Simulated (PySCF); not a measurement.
## Core-level binding energies of `B[C@@H]1[C@@H](F)[C@H]2C[C@@H]1[C@@H]2C`

Compound: C7H12BF.
SMILES with atom numbers: `[BH2:1][C@@H:2]1[C@@H:3]([F:4])[C@H:5]2[CH2:6][C@@H:7]1[C@@H:8]2[CH3:9]`

Computed, not measured: delta-SCF UKS SCAN, pcX-2 on the ionised atom, pcseg-1 elsewhere, spin-free X2C in PySCF 2.14.0. Binding energies are ΔSCF values: E(core-ionised, relaxed orbitals) − E(ground state) at a fixed geometry, referred to the vacuum level.

Q: Give the core binding energies atom by atom.

A: 
```csv
atom(s),bonded to,level,binding energy (eV),above the level's lowest (eV),count
F4,C,F 1s,691.91,0.00,1
C3,"F, 2 C and H",C 1s,292.58,+2.40,1
C9,C and 3 H,C 1s,290.68,+0.50,1
C8,3 C and H,C 1s,290.63,+0.45,1
C5,3 C and H,C 1s,290.53,+0.35,1
C7,3 C and H,C 1s,290.48,+0.30,1
C6,2 C and 2 H,C 1s,290.35,+0.17,1
C2,"2 C, H and B",C 1s,290.18,0.00,1
```

Lowest listed C 1s: C2, bonded to 2 C, H and B. Highest, 2.40 eV above it: C3, bonded to F, 2 C and H. The widest gap between neighbouring values is 1.90 eV, between 290.68 and 292.58 eV. The values 290.48 and 290.53 eV; the values 290.63 and 290.68 eV lie too close for their order to be trusted.

Q: What is the C 1s shift of C3 against C6?

A: 292.58 − 290.35 = +2.23 eV, or +215 kJ/mol.

Q: Which photon energy gives electrons from C 1s of C9 a kinetic energy of 200 eV, and what is their de Broglie wavelength?

A: hν = 290.68 + 200 = 490.68 eV, recoil neglected; λ = 12.264 Å/√(E/eV) = 0.87 Å.

Not every level is listed. No level of boron is listed. The structure is a single PBE0-D3(BJ)/def2-SVP conformer in the gas phase; no vibrational or solvent corrections.
